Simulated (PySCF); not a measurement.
## A small calculation by hand: entropy of an ideal gas

VF4, SMILES [F][V+]([F])([F])[F], charge +1, multiplicity 1.

The structure is a stationary point at PBE0-D3(BJ)/def2-SVP. The spin state was assumed, not searched. The isomer is the one that the SMILES or the coordinates give; other isomers of the formula were not compared.

PBE0-D3(BJ)/def2-SVP (PySCF 2.14.0) gives the harmonic wavenumbers 234, 234, 254, 254, 254, 845, 970, 970, 970 cm⁻¹ and the rotational temperatures 0.1798, 0.1798, 0.1798 K. The molar mass is 126.94 g/mol, the symmetry number 12, the spin multiplicity 1.

### Question
Work out the entropy at 298.15 K and 1 atm in the rigid-rotor, harmonic-oscillator model.

### Answer

Translation (Sackur–Tetrode at 1 atm): S = R[1.5 ln M + 2.5 ln T − 1.16487] = 169.2 J/(mol K).
Rotation: q = (√π/σ) T^1.5/√(θA θB θC) = 9970, S = R[ln q + 3/2] = 89.0 J/(mol K).
Vibration: with u = 1.4388 ν/T, each mode gives R[u/(e^u − 1) − ln(1 − e^−u)]:
| ν (cm⁻¹) | modes | u | S (J/(mol K)) |
|---|---|---|---|
| 234 | 2 | 1.13 | 15.46 |
| 254 | 3 | 1.23 | 21.37 |
| 845 | 1 | 4.08 | 0.73 |
| 970 | 3 | 4.68 | 1.32 |
These are all the modes. Sum 38.9 J/(mol K).
Spin: R ln 1 = 0.0 J/(mol K).
Total 297.1 J/(mol K); the program's own thermochemistry gives 297.1. Translation makes up 57 % and vibration 13 %. Anharmonicity, hindered rotation and orbital degeneracy are left out.
